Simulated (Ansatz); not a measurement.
Born–Oppenheimer molecular dynamics of FH₆O₃PTi (12 atoms, charge 0, multiplicity 1). It starts at the highest image of a converged band, a first-order saddle point between two minima.

Computed with RKS PBE/def2-SVP in Ansatz.

```json
{"ensemble": "NVE (velocity Verlet)", "time step": "0.5 fs", "steps asked": "200", "starting velocities drawn for": "300 K", "seed": "7774"}
```

First frame:

```xyz
12
Properties=species:S:1:pos:R:3
Ti 0.341 0.203 -0.184
F 0.873 -0.720 1.687
O 1.644 -0.803 -0.900
H 1.941 -1.609 -0.436
O -0.046 1.402 -1.452
H -0.806 1.996 -1.584
O -1.266 -0.549 0.143
H -1.266 -1.264 0.810
P 1.188 2.129 1.628
H 1.881 2.364 0.389
H -0.088 2.570 1.128
H 1.066 0.407 1.837
```

(1) What does the run give?

(2) What happens to the structure?

(3) How do temperature and energy run in time?

Results:

(1) All steps were run.

```yaml
steps_done: 200
time_covered: 100 fs
mean_temperature_over_the_second_half: 205 K
spread_of_the_potential_energy_over_the_second_half: 3.2 meV per atom
mean_potential_energy_of_the_second_half_above_the_start: 10.2 meV per atom
```

The conserved energy stayed within 0.05 meV per atom of its start (net change 0.022 meV per atom), so the integration is sound. A run of 0.1 ps of so small a system gives no equilibrium averages. The orbitals stay closed-shell, which can raise the energy where a bond breaks towards radicals; this wasn't checked here.

(2) Between its relaxed ends the band would form Ti1–P9, F2–H12 and break Ti1–F2, P9–H12. These pairs go: Ti1–P9 2.78 → 2.49 Å, F2–H12 1.15 → 0.97 Å, Ti1–F2 2.15 → 2.78 Å, P9–H12 1.74 → 2.07 Å. In the last frame they stand as after the step (other bonds may differ from the relaxed reactants and products). Also parted: Ti1–H12 2.16 → 2.82 Å. It ends as FH + H5O3PTi. Pairs count as bonded within 1.25 times the sum of covalent radii (0.12 Å more for H–H). The details hang on the random start.

(3) 
| time (fs) | T (K) | potential energy less start (eV) | conserved less start (meV/atom) |
| --- | --- | --- | --- |
| 0 | 300 | 0.000 | 0.00 |
| 5 | 251 | 0.063 | 0.02 |
| 10 | 181 | 0.155 | 0.04 |
| 15 | 187 | 0.147 | 0.02 |
| 20 | 186 | 0.148 | 0.03 |
| 25 | 163 | 0.178 | 0.04 |
| 30 | 180 | 0.156 | 0.03 |
| 35 | 232 | 0.089 | 0.01 |
| 40 | 246 | 0.070 | 0.02 |
| 45 | 223 | 0.099 | 0.02 |
| 50 | 188 | 0.145 | 0.02 |
| 55 | 182 | 0.153 | 0.04 |
| 60 | 219 | 0.105 | 0.04 |
| 65 | 254 | 0.060 | 0.02 |
| 70 | 241 | 0.077 | 0.02 |
| 75 | 219 | 0.105 | 0.03 |
| 80 | 216 | 0.108 | 0.02 |
| 85 | 205 | 0.123 | 0.01 |
| 90 | 158 | 0.183 | 0.04 |
| 95 | 155 | 0.188 | 0.04 |
| 100 | 228 | 0.094 | 0.02 |

Run time: 6.1 min on 4 threads of Arm Neoverse V2, with other jobs on the host, peak memory 0.21 GiB.
